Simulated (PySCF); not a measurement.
Vertical excitations of a molecule C3H8N2Si from TDA-PBE/def2-SVPD in PySCF, as energy in eV (oscillator strength): 5.52 (0.018), 5.78 (0.006), 5.99 (0.004), 6.02 (0.047), 6.10 (0.015), 6.21 (0.005), 6.24 (0.001), 6.29 (0.009), 6.41 (0.048), 6.46 (0.047). Lowest triplet (TDA): 5.18 eV. Geometry optimised at B3LYP-D3(BJ)/def2-SVP. Other conformers were not sampled.

Task: Identify the compound among the candidates.
A) C#C[C@@H](N)[SiH2]N
B) C/N=C/C=N/[SiH3]
C) NC=C=C[SiH2]N
D) C#CC[SiH](N)N

Result: D, C#CC[SiH](N)N
